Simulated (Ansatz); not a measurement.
Calculated with Ansatz (gas phase, PBE0-D4/def2-TZVP geometries, no zero-point term in ΔE). CBS: MP2 limit from def2 TZ/QZ plus the TZ coupled-cluster correction, frozen cores. This one scheme is used for every species. Functionals use def2-TZVPP. B3LYP here is the variant with VWN-RPA as its local correlation; programs differ in this. One conformer a species, not always the lowest.

Consider the ligand exchange at the Si–C bond: `C[SiH2]CCCl` + PH₃ → `C[SiH2]P` + `CCCl`.

| level | ΔE (kcal/mol) | difference from CCSD(T)/CBS |
| --- | --- | --- |
| PBE-D4 | -8.2 | -1.5 |
| PBE0-D4 | -8.1 | -1.4 |
| PBE | -8.7 | -2.0 |
| r2SCAN | -7.9 | -1.2 |
| B3LYP | -7.5 | -0.8 |
| HF/def2-TZVPP | -6.9 | -0.2 |
| MP2/def2-TZVPP | -6.2 | 0.5 |
| SCS-MP2/def2-TZVPP | -6.0 | 0.7 |
| CCSD/def2-TZVPP | -6.1 | 0.6 |
| HF/CBS(def2) | -6.9 | -0.2 |
| CCSD(T)/CBS | -6.7 | 0 |

Largest T1 diagnostic among the species: 0.013.

In def2-TZVPP, CCSD(T) changes the Hartree–Fock value by +0.8 kcal/mol (the triples alone add −0.0 kcal/mol) and MP2 by +0.8 kcal/mol.
